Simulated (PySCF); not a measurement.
## Correlation energy of Si²⁺ (silicon, charge +2)

[Ne] 3s2, closed-shell 1S. Computed with PySCF 2.14 in ANO-RCC-VTZP (5s4p2d1f, 34 functions), with scalar relativity by spin-free X2C-1e. Frozen: [Ne]; 2 electrons correlated.

With two correlated electrons CCSD is exact within the correlated space (frozen core and kept virtual orbitals).

```json
{"level": "CCSD", "correlation energy (mhartree)": "-44.93"}
```

Diagnostics: T1 = 0.0060, D1 = 0.0084, largest double amplitude 0.115.

**Question.** Is a single reference adequate?

**Answer.** Mostly. T1 lies below 0.03, but a double amplitude of this size points to a near-degeneracy that CCSD handles and MP2 describes poorly.
